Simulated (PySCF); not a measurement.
CH₃Mg (SMILES [CH3][Mg+]), charge +1, singlet, at a GFN2-xTB geometry (such geometries of metal compounds can be far from the true shape), atoms displaced at random by about 0.05 Å a coordinate; B3LYP/pcseg-1 (PySCF).

PySCF was given this input:
```python
from pyscf import gto, scf, dft
from pyscf.geomopt import geometric_solver

mol = gto.M(
    atom='''
Mg   -0.695870   -0.459477   -0.515262
C     0.833956    0.467197    0.804944
H     1.265032   -0.392881    1.109589
H     0.337733    1.109774    1.347608
H     1.423583    1.006514   -0.017964
''',
    basis='pcseg-1',
    charge=1,
    spin=0,
    verbose=3,
)

def method(m):
    mf = dft.RKS(m)
    mf.xc = 'b3lyp'
    return mf

conv, mol_eq = geometric_solver.kernel(method(mol), maxsteps=100)
print('optimisation converged:', conv)
print(mol_eq.tostring(format='xyz'))
mf = method(mol_eq)
mf.kernel()
```

It wrote (shortened):

```
Custom engine selected.
Bonds will be generated from interatomic distances less than 1.20 times sum of covalent radii
15 internal coordinates being used (instead of 15 Cartesians)
Internal coordinate system (atoms numbered from 1):
Distance 1-2
Distance 2-3
Distance 2-4
Distance 2-5
Angle 1-2-3
Angle 1-2-4
Angle 1-2-5
Angle 3-2-4
Angle 4-2-5
Out-of-Plane 2-3-5-4
Translation-X 1-5
Translation-Y 1-5
Translation-Z 1-5
Rotation-A 1-5
Rotation-B 1-5
Rotation-C 1-5
<class 'geometric.internal.Distance'> : 4
<class 'geometric.internal.Angle'> : 5
<class 'geometric.internal.OutOfPlane'> : 1
<class 'geometric.internal.TranslationX'> : 1
<class 'geometric.internal.TranslationY'> : 1
<class 'geometric.internal.TranslationZ'> : 1
<class 'geometric.internal.RotationA'> : 1
<class 'geometric.internal.RotationB'> : 1
<class 'geometric.internal.RotationC'> : 1
> ===== Optimization Info: ====
> Job type: Energy minimization
> Maximum number of optimization cycles: 100
> Initial / maximum trust radius (Angstrom): 0.100 / 0.300
> Convergence Criteria:
> Will converge when all 5 criteria are reached:
>  |Delta-E| < 1.00e-06
>  RMS-Grad  < 3.00e-04
>  Max-Grad  < 4.50e-04
>  RMS-Disp  < 1.20e-03
>  Max-Disp  < 1.80e-03
> === End Optimization Info ===

Geometry optimization cycle 1
Cartesian coordinates (Angstrom)
 Atom        New coordinates             dX        dY        dZ
  Mg  -0.695870  -0.459477  -0.515262    0.000000  0.000000  0.000000
   C   0.833956   0.467197   0.804944    0.000000  0.000000  0.000000
   H   1.265032  -0.392881   1.109589    0.000000  0.000000 -0.000000
   H   0.337733   1.109774   1.347608    0.000000  0.000000  0.000000
   H   1.423583   1.006514  -0.017964    0.000000  0.000000  0.000000

WARN: Mole.unit (angstrom) is changed to Bohr

converged SCF energy = -239.682697122715
--------------- RKS_Scanner gradients ---------------
         x                y                z
0 Mg    -0.0012254404    -0.0032233369    -0.0034795371
1 C    -0.0300099840    -0.0007631525     0.1339570901
2 H    -0.0320410670     0.0535206136    -0.0346681401
3 H     0.0531430659    -0.0640160722    -0.0722656527
4 H     0.0101386635     0.0144837950    -0.0235509661
----------------------------------------------
cycle 1: E = -239.682697123  dE = -239.683  norm(grad) = 0.192287
Step    0 : Gradient = 8.599e-02/1.373e-01 (rms/max) Energy = -239.6826971227
[...]
Geometry optimization cycle 2
Cartesian coordinates (Angstrom)
[...]
converged SCF energy = -239.703524553644
Step    1 : Displace = 6.071e-02/8.086e-02 (rms/max) Trust = 1.000e-01 (=) Grad = 1.241e-02/2.378e-02 (rms/max) E (change) = -239.7035245536 (-2.083e-02) Quality = 1.014
converged SCF energy = -239.704519409635
Step    2 : Displace = 4.580e-02/6.217e-02 (rms/max) Trust = 1.414e-01 (+) Grad = 7.974e-03/1.386e-02 (rms/max) E (change) = -239.7045194096 (-9.949e-04) Quality = 0.631
converged SCF energy = -239.705355624068
Step    3 : Displace = 5.490e-02/7.151e-02 (rms/max) Trust = 1.414e-01 (=) Grad = 5.776e-03/9.132e-03 (rms/max) E (change) = -239.7053556241 (-8.362e-04) Quality = 0.556
converged SCF energy = -239.705723058352
Step    4 : Displace = 2.388e-02/3.077e-02 (rms/max) Trust = 1.414e-01 (=) Grad = 1.711e-03/2.954e-03 (rms/max) E (change) = -239.7057230584 (-3.674e-04) Quality = 0.788
converged SCF energy = -239.705765711064
Step    5 : Displace = 4.748e-03/6.487e-03 (rms/max) Trust = 2.000e-01 (+) Grad = 6.461e-04/1.117e-03 (rms/max) E (change) = -239.7057657111 (-4.265e-05) Quality = 1.336
[...]
   H   0.300441   1.104988   1.394722    0.002434 -0.000047 -0.000794
   H   1.457218   0.996776  -0.005235    0.000789  0.000997  0.002755
converged SCF energy = -239.705772425234
--------------- RKS_Scanner gradients ---------------
         x                y                z
0 Mg    -0.0000341988     0.0000159831    -0.0000001351
1 C    -0.0000404683     0.0000866031     0.0000174526
2 H     0.0000629609     0.0000448042    -0.0000249090
3 H    -0.0000523751    -0.0000658196    -0.0000120122
4 H     0.0000526375    -0.0000881505     0.0000077374
----------------------------------------------
cycle 7: E = -239.705772425  dE = -6.71417e-06  norm(grad) = 0.00018783
Step    6 : Displace = 2.443e-03/3.643e-03 (rms/max) Trust = 2.828e-01 (+) Grad = 8.400e-05/1.030e-04 (rms/max) E (change) = -239.7057724252 (-6.714e-06) Quality = 1.036
[...]
Geometry optimization cycle 8
Cartesian coordinates (Angstrom)
 Atom        New coordinates             dX        dY        dZ
  Mg  -0.724140  -0.435506  -0.512890    0.000358 -0.000107  0.000084
   C   0.804861   0.445236   0.680465    0.000162 -0.000004  0.000146
   H   1.328355  -0.379439   1.176270   -0.000294 -0.000257  0.000165
   H   0.301028   1.105313   1.394853    0.000586  0.000325  0.000132
   H   1.457040   0.997184  -0.005104   -0.000178  0.000408  0.000131
converged SCF energy = -239.705772596986
--------------- RKS_Scanner gradients ---------------
         x                y                z
0 Mg    -0.0000162290     0.0000080061     0.0000014875
1 C    -0.0000002912     0.0000132553     0.0000224740
2 H     0.0000083412     0.0000237440    -0.0000102513
3 H    -0.0000091923    -0.0000346585    -0.0000319565
4 H     0.0000059415    -0.0000169449     0.0000063653
----------------------------------------------
cycle 8: E = -239.705772597  dE = -1.71752e-07  norm(grad) = 6.64747e-05
Step    7 : Displace = 4.149e-04/5.146e-04 (rms/max) Trust = 3.000e-01 (+) Grad = 2.973e-05/4.803e-05 (rms/max) E (change) = -239.7057725970 (-1.718e-07) Quality = 1.208
[...]
Converged! =D

optimisation converged: True
5
XYZ from PySCF
Mg         -0.72413977       -0.43550578       -0.51289036
C           0.80486104        0.44523617        0.68046521
H           1.32835549       -0.37943917        1.17627006
H           0.30102753        1.10531254        1.39485337
H           1.45704012        0.99718388       -0.00510404
converged SCF energy = -239.705772596985
```
